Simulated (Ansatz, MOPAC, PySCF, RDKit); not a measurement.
Noncovalent pair: HF (SMILES F) (first 2 atoms) with CH3Br (SMILES CBr); geometry from B3LYP-D3(BJ)/def2-TZVP, rigid monomers moved along the line of their centres of mass till H2···Br4 is 2.12 Å.
(charge 0, multiplicity 1):
```xyz
7

F     -0.039    -0.148     0.642
H     -0.063    -0.649     1.432
C     -0.241     1.074     3.604
Br    -0.163    -0.890     3.539
H     -1.179     1.340     4.077
H     -0.191     1.427     2.581
H      0.610     1.407     4.187
```

```csv
level,interaction energy (kcal/mol),"minus CCSD(T)/CBS(aug-cc-pVDZ, aug-cc-pVTZ)",cost
UFF,36.55,40.01,-
PM6,2.49,5.95,-
HF/STO-3G (no counterpoise),0.32,3.78,-
PBE-D4/def2-TZVPPD,-4.85,-1.39,×1
r2SCAN/def2-TZVPPD,-4.59,-1.13,×2
r2SCAN-D3(BJ)/def2-TZVPPD,-4.83,-1.36,×2
B3LYP/3-21G (no counterpoise),-6.65,-3.19,-
B3LYP/6-31G*,-1.33,2.13,-
PBE0-D3(BJ)/def2-TZVPPD,-4.60,-1.14,×2
M06-2X/6-31G* (no counterpoise),-4.56,-1.10,-
MP2/6-31G* (no counterpoise),-3.03,0.44,-
MP2/aug-cc-pVTZ,-3.09,0.37,-
CCSD(T)/aug-cc-pVTZ,-3.01,0.45,×200*
"CCSD(T)/CBS(aug-cc-pVDZ, aug-cc-pVTZ)",-3.46,0.00,×200*
```

 The comparison column counts from a level with limits of its own.

The rows run from -6.65 (B3LYP/3-21G (no counterpoise)) to 36.55 kcal/mol (UFF). The dispersion term adds -0.23 in r2SCAN-D3(BJ).

Monomers are frozen at their geometry in the pair; levels with a basis set take the counterpoise correction. Rows marked so take none. RDKit's UFF carries no charges.

Correlated levels freeze the cores. Filled d and f shells under p-block atoms count as core. CBS(a, b) extrapolates the correlation energy as X⁻³ and adds the Hartree–Fock energy of set b. Rows in 3-21G, 6-31G*, STO-3G carry no dispersion term and start afresh at each structure (6-31G* with six Cartesian d functions); the Pople sets are all-electron and without relativity. MP2/6-31G* freezes PySCF's default core, which leaves 3d correlated. The state reached by PM6 isn't checked.

Run with Ansatz (Gaussian basis) for Hartree–Fock, density functionals and correlated methods; MOPAC for PM6 (differences of heats of formation); PySCF for 3-21G rows, 6-31G* rows, STO-3G rows, the dispersion terms; RDKit for the force fields. 

Costs are rough ratios of core time to PBE/def2-TZVPPD (about 3 s over the structures, on one shared machine); a dash marks a level with no comparable run of its own. A star marks coupled-cluster runs past 200 virtual orbitals, where the program's memory plan changes under this machine's limit, so their costs aren't comparable with smaller runs.

Ansatz is a first-principles code.
